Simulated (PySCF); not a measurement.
**Computed properties of PbBrI, SMILES [Br][Pb][I]**

PbBrI, SMILES [I][Pb][Br] (connectivity only; charge and spin as stated), neutral, multiplicity 1. Coordinates come from a B3LYP-D3(BJ)/def2-SVP optimisation. The def2 effective core potentials stand for the cores of I, Pb; spin–orbit coupling is left out. One conformer was computed; it need not be the lowest. All values are computed for the isolated molecule unless a solvent is named; none is compared with measurement here.

**Structure.** The optimised structure has Cs symmetry. All 3 harmonic modes at B3LYP-D3(BJ)/def2-SVP (PySCF) are real, so it is a minimum. With heavy atoms numbered as in [Pb:1]([Br:2])[I:3], the shortest bond between them is Pb1–Br2 at 2.653 Å and the longest Pb1–I3 at 2.857 Å.

**Vibrations.** The strongest infrared lines (harmonic, unscaled, degenerate partners summed) lie at 208 cm⁻¹ (28 km/mol, Br 72 %, Pb 28 %), 161 cm⁻¹ (22 km/mol, I 60 %, Pb 39 %), 54 cm⁻¹ (1 km/mol, Br 50 %, I 31 %, Pb 18 %). The softest mode is at 54 cm⁻¹ and the zero-point energy is 0.6 kcal/mol.

**Electronic structure.** PBE0/def2-TZVPD (PySCF) places the frontier levels at -7.40 and -3.37 eV, a gap of 4.03 eV, and gives a dipole moment of 4.18 D and a mean polarisability of 110.7 bohr³.

**Excitations.** TDDFT-PBE0/def2-SVPD (PySCF) has S1 at 2.86 eV (434 nm, f = 0.000, dark); the most intense of the 10 singlets computed lies at 4.84 eV (f = 0.03). T1 (TDA) is at 2.66 eV.
